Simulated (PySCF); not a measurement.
Compound: Ta(NH)(OH)3 (singlet state).
Structure used (PBE0-D3(BJ)/def2-SVP), in Å, numbered top down from 1:
```xyz
9
H4NO3Ta angstrom
Ta    -0.002    0.001   -0.235
N      0.013    0.005    1.535
H      0.025    0.009    2.547
O      1.754    0.398   -0.883
H      2.595    0.594   -0.465
O     -1.240    1.323   -0.855
H     -1.822    1.939   -0.403
O     -0.537   -1.731   -0.849
H     -0.786   -2.538   -0.392
```

Level of theory: TDDFT PBE0/def2-SVPD, vertical, gas phase, core orbitals frozen in the response, def2 core potentials past Kr (PySCF). Spin–orbit coupling is left out.

Kohn–Sham orbitals with the atoms that hold most of them (Löwdin shares over 4%, at most four atoms; ? is withheld):

```csv
orbital,ε (eV),atoms
HOMO-3,-9.35,"O4 31%, O6 31%, O8 24%, Ta1 6%"
HOMO-2,-9.15,"O6 30%, O8 30%, O4 29%"
HOMO-1,-7.82,"N2 61%, Ta1 23%, H3 6%, O8 4%"
HOMO,-7.81,"N2 61%, Ta1 23%, H3 6%, O4 5%"
LUMO,?,"Ta1 55%, O6 9%, O8 9%, O4 9%"
LUMO+1,0.05,"Ta1 58%, N2 8%, O4 8%, O6 8%"
LUMO+2,0.06,"Ta1 58%, N2 8%, O8 8%, O6 8%"
```

(1) What is the LUMO energy, and the HOMO–LUMO gap?

Results:

(1) ε(LUMO) = -0.25 eV; the gap is 7.56 eV (0.2779 hartree).

Within 0.005 eV of a neighbour in this list lie HOMO-1/HOMO (point group found: C3v); within a degenerate set the shares of single atoms can hang on how the components are chosen.

**Question.** The HOMO–LUMO gap is 7.56 eV. Where does the response calculation put the lowest singlet, and from which orbitals?

**Answer.** S1 is at 5.92 eV (f = 0.0000), 1.65 eV below the gap, made of HOMO-1/HOMO→LUMO+1/LUMO+2 (≥92%). Its leading pair isn't HOMO and LUMO; the energies of that pair differ by 7.86 eV. Without the coupling terms of the response equations the lowest excitation would equal the gap.

For S1 the Löwdin share of tantalum is 23% in HOMO and 58% in LUMO+1.

Next come S2 at 6.12 eV (f 0.0015), HOMO-1/HOMO→LUMO+1/LUMO+2 (≥94%); S3 at 6.12 eV (f 0.0020), HOMO-1/HOMO→LUMO+1/LUMO+2 (≥94%); S4 at 6.37 eV (f 0.033), HOMO-1/HOMO→LUMO (≥96%); S5 at 6.37 eV (f 0.034), HOMO-1/HOMO→LUMO (≥95%).

Orbitals of the list HOMO-3 to LUMO+2 that lie within 0.01 eV of each other are written together with a slash and their weights summed (≥ marks a lower bound); for degenerate orbitals outside that list single weights are arbitrary.

Löwdin shares depend on the basis, the more so with diffuse functions.

On Arm Neoverse V1, one thread, shared host, this took 42 s wall (with the writing of density and orbital grids).
